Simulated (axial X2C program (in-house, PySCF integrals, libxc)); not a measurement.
# MnH along the bond: HF, two-component

All values were computed with an axial X2C code built on PySCF integrals. Two-component (2c) means X2C with spin–orbit coupling and atomic mean-field two-electron Coulomb and Gaunt terms. Basis: Mn dyall-cv3z [9s10p6d3f2g], H dyall-v3z [6s2p1d] (cores contracted in-house); Gaussian nuclei, density fitting, unrestricted open shells. Masses: Mn 54.938 u, H 1.008 u.

State: Ω = 3 (⟨Sz⟩ = 3.00, ⟨Lz⟩ = 0.00 at HF). Dipoles are positive if H is the positive end.

Results along the bond:

```tsv
R (Å)	μ (D)	HOMO (eV)	LUMO (eV)
1.499	-0.552	-6.80	0.49
1.568	-0.790	-6.88	0.48
1.620	-0.971	-6.95	0.48
1.671	-1.156	-7.00	0.47
1.723	-1.344	-7.06	0.46
1.783	-1.566	-7.12	0.45
1.844	-1.793	-7.18	0.43
1.921	-2.091	-7.26	0.39
2.016	-2.461	-7.35	0.32
2.154	-3.000	-7.50	0.21
```

Occupations by symmetry block were frozen at the best pattern of an incomplete PBE0 search. Other states lie close and PBE0, whose exact exchange favours high spin, may order them wrongly; the determinant shown need not be the ground state. The nearest other 2c determinant of the search, Ω = 2, lies 0.29 eV up at the distance of the search. With several unpaired electrons one determinant need not be a pure state. Open-shell Ω = 0 determinants with evenly filled partner blocks cannot be reached by this program, so the Ω shown need not be the lowest component.
